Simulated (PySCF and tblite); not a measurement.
Values are calculated unless marked as measured or tabulated.
C6H11F, numbered as in [F:1][CH:2]1[CH2:3][CH2:4][CH2:5][CH2:6][CH2:7]1.

The ensemble was built from 60 distance-geometry starts (ETKDG and KDG, MMFF94s, GFN2-xTB) and rests on GFN2-xTB geometries. Energies: PBE0-D3(BJ)/pcSseg-1 (IEF-PCM, chloroform), with GFN2-xTB thermal terms (modes under about 100 cm⁻¹ blended into free rotors). Symmetry numbers and mirror images are counted. Conformers within 3 kcal/mol (GFN2-xTB free energy) were kept, 10 at most. Programs: PySCF with density fitting and tblite.

Rotational constants are equilibrium values for the commonest isotopes; dipoles come from the energy level named and are polarised by its solvent model.

The 6-ring runs over atoms 2–3–4–5–6–7.

| conformer | shape | symmetry | weight % |
| --- | --- | --- | --- |
| 1 | 6-ring chair (all substituents equatorial) | Cs | 54.9 |
| 2 | 6-ring chair (F1 axial) | Cs | 45.1 |

Sets of constants, in random order:

| set | A (MHz) | B (MHz) | C (MHz) | abs μa (D) | abs μb (D) | abs μc (D) |
| --- | --- | --- | --- | --- | --- | --- |
| P | 3613 | 2649 | 1999 | 1.14 | 0.00 | 1.75 |
| Q | 4350 | 2212 | 1610 | 2.36 | 0.00 | 0.50 |

Match each set to its conformer.

P is conformer 2, Q is conformer 1.
